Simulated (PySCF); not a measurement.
SMILES c1ccc(o1)-c1cccs1 (C8H6OS), GFN2-xTB optimised geometry. Atoms within 1.6 Å of the plane z = 1.0 Å (x, y, z in Å): C1 (2.29, -2.09, 0.00), C2 (1.10, -2.76, 0.00), O3 (0.07, -1.90, 0.00), C4 (0.59, -0.65, 0.00), C5 (-0.30, 0.47, 0.00), C6 (-1.67, 0.47, 0.00), C7 (-2.21, 1.77, 0.00), C8 (-1.26, 2.74, 0.00), S9 (0.33, 2.09, 0.00), C10 (1.96, -0.72, 0.00), H11 (3.27, -2.52, 0.00), H12 (0.87, -3.81, 0.00), H13 (-2.25, -0.43, 0.00), H14 (-3.27, 1.97, 0.00), H15 (-1.40, 3.81, 0.00), H16 (2.64, 0.11, 0.00).

Level of theory: PBE0/def2-TZVP (PySCF).

Map of the Laplacian of the electron density (e/bohr⁵) on the plane z = 1.0 Å:

```
|                           |
|                           |
|                           |
|                           |
|          .                |
|         .::.              |
|        .-=-::..           |
|       .:=+=-=-:.          |
|      .-==++==:-:          |
|      :=++===+--:          |
|      .-=+=-===-.          |
|       :-++=+=-.           |
|       .-+++++-:....       |
|       .-==-=+=-:--:       |
|        :::.:=+====:       |
|            :=*+++=:       |
|           .-**+=+=:.      |
|           .+@%+=++=:      |
|           .-#**+++=:.     |
|            .:=+=--:.      |
|             .:=-:..       |
|              .::.         |
|               .           |
|                           |
|                           |
|                           |
|                           |
```
Scale: ten equal steps from 0.000 (start of ' ') to 0.156 (end of '@'), in the order ' .:-=+*#%@'; x runs from -6.00 to 6.00, y from -6.00 (bottom) to 6.00 (top).
